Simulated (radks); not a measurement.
Fe XXIII, 4 electrons, occupied as [He] 2s2 (the NIST ground configuration).

Calculated with a radial shooting solver on a logarithmic mesh with Libxc functionals: Dirac Kohn-Sham, PBE, spin-unpolarised, spherical densities, finite nucleus; Fermi nuclear charge, rms radius 3.7377 fm.

Energy parts (Ry):
| part | energy |
|---|---|
| total | -1624.91496 |
| kinetic | 1655.53756 |
| electron-nucleus | -3360.11417 |
| Hartree | 121.53895 |
| exchange-correlation | -41.87730 |

Orbitals (lengths in bohr, moments of r in powers of bohr; r(90%) holds 90 % of the orbital's charge):
orbital	occ.	eigenvalue (Ry)	<r>	<1/r>	r(90%)	small-component weight
1s1/2	2	-617.1567	0.05806	26.10	0.104	8.82e-03
2s1/2	2	-140.3010	0.2419	6.213	0.370	1.99e-03
2p1/2	0	-136.1262	0.2056	6.150	0.331	1.95e-03
2p3/2	0	-134.9077	0.2080	6.045	0.334	1.93e-03
3s1/2	0	-59.36977	0.5606	2.671	0.809	8.33e-04

The highest occupied level is 2s1/2 at -1908.9 eV. The density falls to 0.001 e/bohr^3 at r = 0.74 bohr. The electron density at the nucleus is 1.532e+04 e/bohr^3. For comparison, the ionisation energy in NIST's Atomic Spectra Database is 1950 eV (semi-empirical). In exact Kohn-Sham theory the highest level is minus the ionisation energy, but local and semilocal functionals leave it too shallow, through self-interaction and a potential that decays too fast; potentials with the right tail come closer.
